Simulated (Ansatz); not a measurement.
Ansatz (a program for electronic structure) was given this input:
Ansatz 0.2 input:
```yaml
crystal:
  periodic: [false, false, false]
  atoms:
    - {symbol: Si, position_ang: [-0.00000000, -0.00000000, -1.67392232]}
    - {symbol: Br, position_ang: [0.00000000, 0.00000000, 0.66956893]}
basis:
  gaussian:
    orbitals: aug-cc-pVDZ
hamiltonian:
  xc: b3lyp
magnetization: {spin_polarized: true, initial_magnetization: 1}
accuracy: high
```

**Question.** What does this run give for the total energy, number of basis functions?

**Answer.** 
| Property | Value |
|---|---|
| total energy | -2863.641615 Ha |
| number of basis functions | 63 |
